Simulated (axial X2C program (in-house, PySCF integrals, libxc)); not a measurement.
# Nuclear properties of InO⁺

Calculated with an in-house all-electron X2C program for linear molecules (integrals from PySCF): two-component X2C with atomic mean-field Coulomb and Gaunt terms, Gaussian nuclei, basis In dyall-cv3z, O dyall-av3z with contracted cores.

R = 2.136 Å (near the PBE0 minimum at charge 1 of the determinant lowest at the starting distance; the state shown can have its own minimum elsewhere).

Determinant lowest in the PBE0 search, Ω = 2 (⟨Sz⟩ = 1.00, ⟨Lz⟩ = 1.00 at PBE0), spin on the atoms In 0.19, O 0.81:

| level | Eeff magnitude (GV/cm) | Ws magnitude In (kHz) | A∥/gI In (MHz) | qzz In (a.u.) | A∥/gI O (MHz) | qzz O (a.u.) |
| --- | --- | --- | --- | --- | --- | --- |
| PBE0 | 14.5 | 4.19 | 982 | -1.90 | 227 | 1.02 |
| HF | 18.4 | 5.37 | 270 | -1.82 | 257 | 1.51 |
| PBE | 12.7 | 3.66 | 1150 | -1.79 | 219 | 0.82 |
| PBE50 | 16.3 | 4.71 | 812 | -1.98 | 234 | 1.19 |
| LDA | 12.4 | 3.57 | 1180 | -1.74 | 209 | 0.84 |

Eeff is the effective electric field on the electron electric dipole moment in this Ω state and Ws the scalar–pseudoscalar constant of the nucleus named (defined with the proton number Z and per Ω); A∥ (defined per Ω) follows by multiplying with gI = μI/(I μN); qzz is the electric field gradient, eQq0 = 234.96 MHz × Q/barn × qzz. The operators were transformed with the bare-nucleus X2C matrices; with these basis sets, hyperfine constants and field gradients can be off by tens of per cent, and where levels differ in sign neither size nor sign is settled.

With Q(115In) = 0.772 barn, gI(17O) = -0.7575, Q(17O) = -0.02558 barn (g factors from the IAEA table of nuclear moments by Stone; Q from Pyykkö, Mol. Phys. 2018), turn the PBE0 values of the first state into constants in MHz.

eQq0(115In) = 234.96 × (0.772) × (-1.90) = -345 MHz; A∥(17O) = 227 × -0.7575 = -172 MHz; eQq0(17O) = 234.96 × (-0.02558) × (1.02) = -6.13 MHz.

Each state is one determinant with collinear spin, which with several unpaired electrons need not be a pure state. Unrestricted Hartree–Fock can overshoot spin polarisation at the nuclei. With several open shells hyperfine constants can be off by a factor of several. Open-shell Ω = 0 determinants with evenly filled partner blocks cannot be reached by this program, so the Ω shown need not be the lowest component. States lie within half an eV, so the first need not be the ground state. Further determinants of the search, some of them spin-mixed, are not shown. Where a field gradient or hyperfine factor spreads by more than a factor of two over the levels, a constant derived from it is not to be relied on.
